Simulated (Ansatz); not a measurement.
Geometry optimisation, RKS PBE0-D4/def2-SVP in Ansatz 0.2.0.

Input:

```yaml
crystal:
  periodic: [false, false, false]
  atoms:
    - { symbol: Ga, position_ang: [0.06034, -0.325716, 0.058676] }
    - { symbol: O, position_ang: [0.082732, -0.386911, 1.842565] }
    - { symbol: H, position_ang: [-0.784803, -0.449792, 2.25506] }
    - { symbol: Cl, position_ang: [1.93237, -0.2933, -0.939144] }
    - { symbol: O, position_ang: [-1.403223, -0.341272, -0.939411] }
    - { symbol: H, position_ang: [-2.232597, -0.348675, -0.451198] }
    - { symbol: H, position_ang: [0.24292, 2.31588, 0.873838] }
    - { symbol: H, position_ang: [0.229961, 1.768685, 1.343013] }
basis:
  gaussian: { orbitals: def2-SVP }
hamiltonian:
  xc: pbe0
  dispersion: d4
relax:
  f_tol: 0.03
  max_steps: 50
```

Launched with:

```bash
$ ansatz run input.yaml --threads 2 --pin off --max-ram 3072MiB --backend cpu --events-out ev --progress --plain --runs-dir out
```

Where does it end, and by what steps?

It converged. After 7 steps the energy has fallen by 0.077 eV; H7 moved furthest, 0.30 Å.

```tsv
step	energy less start (eV)	largest force component (eV/Å)	accepted
0	0.0000	1.387	yes
1	-0.0679	0.260	yes
2	-0.0701	0.216	yes
3	-0.0734	0.115	yes
4	-0.0761	0.077	yes
5	-0.0763	0.055	yes
6	-0.0770	0.147	yes
7	-0.0775	0.023	yes
```

```xyz
8
Properties=species:S:1:pos:R:3
Ga 0.075 -0.316 0.140
O 0.078 -0.636 1.888
H -0.794 -0.691 2.293
Cl 1.952 -0.255 -0.850
O -1.375 -0.150 -0.867
H -2.211 -0.258 -0.402
H 0.186 2.287 0.576
H 0.218 1.959 1.264
```

The run took 15 s on 2 threads of Intel(R) Xeon(R) 6975P-C (Granite Rapids), on a shared host, peak memory 0.24 GiB.
